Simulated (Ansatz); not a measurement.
Reaction (ligand exchange at a Ga–S bond): `C[O][Ga]([SH])[SH]` + `O[SiH3]` → `C[O][Ga]([SH])[O][SiH3]` + H₂S

Isolated molecules relaxed with PBE0-D4/def2-TZVP in Ansatz; ΔE leaves out vibrations. CCSD(T)/CBS adds triple-zeta CCSD(T) − MP2 to the extrapolated MP2 energy (def2 sets, frozen cores). This one scheme is used for every species. For Ga outer-core shells are correlated without core-valence functions, which leaves a few kJ/mol of doubt a bond. Scalar relativity is left out up to krypton. One conformer a species, not always the lowest.

```tsv
species	MP2/def2-TZVPP energy (Eh)
`C[O][Ga]([SH])[SH]`	-2835.11721
`O[SiH3]`	-366.58654
`C[O][Ga]([SH])[O][SiH3]`	-2802.79825
H₂S	-398.89878
```

Task: Work out ΔE.

Result: ΔE = (-2802.79825) + (-398.89878) − (-2835.11721) − (-366.58654) = 0.00672 Eh = +4.2 kcal/mol. CCSD(T)/CBS gives +4.6 kcal/mol.

Largest T1 diagnostic among the species: 0.014.

In def2-TZVPP, CCSD(T) changes the Hartree–Fock value by +1.0 kcal/mol (the triples alone add +0.4 kcal/mol) and MP2 by +1.9 kcal/mol. The D4 term adds −0.9 kcal/mol with B3LYP and −0.6 kcal/mol with PBE0; it sums over pairs of atoms, weighted by their polarisabilities, and B3LYP, whose exchange is more repulsive, gets the larger term.

B3LYP here is the variant with VWN-RPA as its local correlation; programs differ in this.
